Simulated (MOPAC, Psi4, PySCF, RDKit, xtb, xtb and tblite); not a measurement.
Two geometries of SMILES CC[SiH2]OC, singlet, relaxed at GFN2-xTB with one dihedral held; other torsions can differ between them too.

Structure A

```
15

C     -2.5319    -0.7574     0.2601
C     -1.4582     0.3249     0.2343
Si     0.3094    -0.3720     0.0872
O      1.4429     0.7889     0.0469
C      1.3981     2.1815     0.0968
H     -3.5261    -0.3210     0.3457
H     -2.4967    -1.3512    -0.6499
H     -2.3788    -1.4262     1.1035
H     -1.6635     0.9998    -0.6012
H     -1.5474     0.9261     1.1432
H      0.4557    -1.1089    -1.1693
H      0.6257    -1.1912     1.2587
H      2.0001     2.5269     0.9411
H      1.8194     2.5866    -0.8268
H      0.3783     2.5528     0.2134
```

Structure B

```
15

C     -2.5398    -0.7416     0.0629
C     -1.4605     0.3320     0.1519
Si     0.3049    -0.3806     0.2492
O      1.4521     0.7692     0.1978
C      1.4467     2.0957     0.6286
H     -3.5325    -0.2963     0.0129
H     -2.3950    -1.3541    -0.8237
H     -2.5017    -1.3943     0.9315
H     -1.5489     0.9893    -0.7175
H     -1.6600     0.9553     1.0280
H      0.6700    -1.1746    -0.9170
H      0.4106    -1.1307     1.5089
H      2.2753     2.6118     0.1407
H      0.5109     2.5956     0.3691
H      1.5841     2.1486     1.7122
```

**Question.** Which is lower in energy at the level PBE0-D3(BJ)/def2-TZVP // GFN2-xTB run with Psi4, and by how much?

**Answer.** B is lower, by 0.43 kcal/mol (dihedral C2–Si3–O4–C5: 0° in A, 30° in B).

E(B) − E(A) in kcal/mol at the other levels, on the same two geometries: GFN2-xTB (xtb and tblite) -0.66; MMFF94 // GFN2-xTB (RDKit) -1.56; PBE0/def2-TZVP // GFN2-xTB (Psi4) -0.43; PBE/def2-TZVP // GFN2-xTB (Psi4) -0.52; PBE-D3(BJ)/def2-TZVP // GFN2-xTB (Psi4) -0.52; UFF // GFN2-xTB (RDKit) -3.39; PM7, restricted, heats of formation // GFN2-xTB (MOPAC) -0.52; PM6, restricted, heats of formation // GFN2-xTB (MOPAC) 0.57; GFN1-xTB // GFN2-xTB (xtb) 0.72; restricted B3LYP/6-31G*, spherical d, density fitting // GFN2-xTB (PySCF) -0.51; restricted LDA (SVWN5)/6-31G*, spherical d, density fitting // GFN2-xTB (PySCF) -0.52; restricted B3LYP/LANL2DZ, with its core potentials past Ne // GFN2-xTB (PySCF) -0.19; restricted B3LYP/3-21G // GFN2-xTB (PySCF) -0.33.

MMFF94 has few fitted parameters for silicon.
